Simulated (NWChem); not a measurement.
System: WNH$_{2}$O$_{2}$F; SMILES [NH]=[W](=[O])([OH])[F]

```xyz
7

W     -0.0127     0.0085     0.0164
O     -0.9948    -0.1057     1.4276
N     -1.0449    -0.1897    -1.4023
H     -1.9950    -0.3272    -1.7631
F      0.7901     1.7167    -0.0747
O      1.2214    -1.4365     0.0376
H      1.3260    -2.0836    -0.6831
```
Atoms are numbered in this order, from 1.

Computed with NWChem. Structure relaxed at the PBE-D3(BJ)/def2-SVP level. def2 effective core potentials on W; no spin-orbit coupling.

**Question.** Predict the results for B3LYP/def2-SVP. Quantities: highest occupied level (eV); orbital gap (eV); dipole (D).

**Answer.** 
```yaml
highest occupied level (eV): -8.14
orbital gap (eV): 6.27
dipole (D): 3.26
```
